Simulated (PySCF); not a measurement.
AsH₃, SMILES [AsH3]. Coordinates come from a B3LYP-D3(BJ)/def2-TZVPD optimisation.

Computed equilibrium geometry at B3LYP-D3(BJ)/def2-TZVPD (PySCF confirms it by a frequency run) as bond lengths and angles, and its point group:
point group C3v.
Atoms: As1 H2 H3 H4. Bonds (Å): As1–H2 1.525, As1–H3 1.525, As1–H4 1.525. Bond angles (°): H2–As1–H3 92.1, H2–As1–H4 92.1, H3–As1–H4 92.1.
Charge 0, spin multiplicity 1.
